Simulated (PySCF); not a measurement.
F$_{3}$Sc (SMILES [F][Sc]([F])[F]), singlet, at a GFN2-xTB geometry (such geometries of metal compounds can be far from the true shape). Base run: PySCF with HF/def2-SV(P).

PySCF was given this input:
```python
from pyscf import gto, scf

mol = gto.Mole()
mol.atom = '''
    Sc    0.00000000   -0.00000000    0.00000000
    F    -1.49196408   -0.92465244    0.06317319
    F    -0.00096259    1.62400390   -0.66898447
    F     1.49292667   -0.69935146    0.60581128
'''
mol.basis = 'def2-sv(p)'
mol.verbose = 4
mol.build()

mf = scf.RHF(mol)
mf.kernel()
mo_i, mo_e, stable_i, stable_e = mf.stability(internal=True, external=True, return_status=True, nroots=6, tol=1e-6)
print('internally stable:', stable_i, ' externally stable:', stable_e)
if not stable_e:
    umf = mf.to_uhf() if not hasattr(mf, 'xc') else mf.to_uks()
    umf.scf_summary = {}
    umf.kernel(umf.make_rdm1(mo_e, umf.mo_occ))
```

The bond that is stretched is that between atoms 3 and 1. A test that says stable can miss a lower solution.

The base run was repeated with changes; each row names its change, and settings that it needs were set with it.

```tsv
change	ΔE vs base (kcal/mol)	<S^2>	E after following the instability (Eh)	<S^2> there	HOMO-LUMO gap (eV)	stability test says
base	0.000	0.000	-	-	16.99	stable
bond × 1.25	16.98	0.000	-	-	14.13	stable
bond × 1.5	58.68	0.000	-	-	11.66	stable
bond × 1.8	102.2	0.000	-	-	9.06	stable
bond × 2.2	145.3	0.000	-1057.79750	0.97	6.52	external instability
bond × 3.0	189.0	0.000	-1057.79555	1.00	3.53	external instability
```

Where a bond breaks into two radicals, a solution with restricted orbitals usually stops being the lowest and lies too high; an unrestricted one lies lower at the price of spin contamination, which <S^2> shows.
